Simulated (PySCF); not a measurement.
## C₆ coefficients of unlike pairs at BP86

Calculated with PySCF 2.14 from the dipole response of each species, C₆(A,B) = (3/π) ∫ α_A(iu) α_B(iu) du, in atomic units, from isotropic polarisabilities. For ions this is the dispersion term alone; charge-induced terms of lower order in 1/R come first.

| species | configuration | basis | relativity | α (bohr³) | C₆ (like pair) |
| --- | --- | --- | --- | --- | --- |
| In⁺ | [Kr] 4d10 5s2 (1S) | aug-cc-pV5Z-PP with ECP28MDF (8s8p6d4f3g2h) | core potential | 23.31 | 157.8 |
| Cr²⁺ | [Ar] 3d4 (5D) | aug-cc-pVQZ-DK (9s8p6d4f3g2h) | spin-free X2C | 4.656 | 13.99 |
| Hg⁺ | [Xe] 4f14 5d10 6s1 (2S) | x2c-TZVPPall with one added diffuse shell each of s, p, d, f type (12s8p8d4f1g) | spin-free X2C | 19.16 | 146.0 |
| Al⁺ | [Ne] 3s2 (1S) | aug-cc-pVQZ-DK (7s6p4d3f2g) | spin-free X2C | 23.79 | 119.2 |

Task: Estimate C₆ for Al⁺ with In⁺.

Result: The integral gives 133.6. The combination rule 2 C_A C_B / (C_A α_B/α_A + C_B α_A/α_B) gives 135.4 and the geometric mean 137.1.

No spin-orbit coupling is included.

The other pairs:

```tsv
pair	C₆
Hg⁺, Cr²⁺	44.34
Cr²⁺, In⁺	44.14
Hg⁺, In⁺	149.9
Al⁺, Hg⁺	122.2
Al⁺, Cr²⁺	34.22
```
